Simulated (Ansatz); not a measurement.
Input for Ansatz (an electronic-structure program): R-PBE/def2-TZVPPD on H8OSi2 (a complex), monomers drawn apart or pushed together. Files ending in .json are basis or fitting sets from the Basis Set Exchange.

Ansatz 0.2 input:
```yaml
crystal:
  periodic: [false, false, false]
  atoms:
    - {symbol: O, position_ang: [0.55588435, 0.48663644, 1.37382756]}
    - {symbol: H, position_ang: [1.00482369, -0.30707393, 1.06305605]}
    - {symbol: H, position_ang: [-0.25499551, 0.54365557, 0.85674840]}
    - {symbol: Si, position_ang: [-0.97786112, -1.10687326, 4.20679838]}
    - {symbol: Si, position_ang: [0.18405564, 0.80518320, 4.92014419]}
    - {symbol: H, position_ang: [-2.04443119, -0.75751054, 3.23511521]}
    - {symbol: H, position_ang: [-1.62886095, -1.80108359, 5.34798879]}
    - {symbol: H, position_ang: [-0.06469754, -2.08169614, 3.55899078]}
    - {symbol: H, position_ang: [-0.36515991, 2.02306050, 4.28201618]}
    - {symbol: H, position_ang: [1.62781554, 0.68804202, 4.61380285]}
    - {symbol: H, position_ang: [0.04167324, 0.95850873, 6.39192657]}
basis:
  gaussian:
    orbitals: def2-TZVPPD.json
hamiltonian:
  xc: {name: PBE}
scf: {lower_state_search: off}
```

The log:

```
Functional definition: PBE
[...]
these checks for a lower state are left out or cut short: stability, starts, cluster_reference, orbital_swaps, neighbouring_geometries, increment
integrals: 0.21 GiB planned
1266 factors; their error is unknown
mean field: 1.38 GiB planned
mean field evaluation 1: about -17916.2064 eV, gradient 6.2e1 eV
mean field evaluation 2: about -17886.2889 eV, gradient 1.3e2 eV
mean field evaluation 4: about -17922.9957 eV, gradient 4.1e0 eV
mean field evaluation 8: about -17923.0450 eV, gradient 6.9e-2 eV
mean field evaluation 16: about -17923.0113 eV, gradient 1.7e-5 eV
mean field -17923.01127282 eV, -658.6585156228 hartree, gradient 1.5e-6 eV, S^2 0.000000; 0 other end points of the search recorded, 0 dependent functions left out
reference -17923.01133345 eV, -658.6585178509 hartree; 22, 22 occupied and 250, 250 virtual orbitals, 1266 factors
Total energy: -17923.01133345 eV, -658.6585178509 hartree
Checks for a lower state left out: stability, starts, cluster_reference, orbital_swaps, neighbouring_geometries, increment
```

Self-consistency was reached.

Cost: around 7 core-seconds (rough).
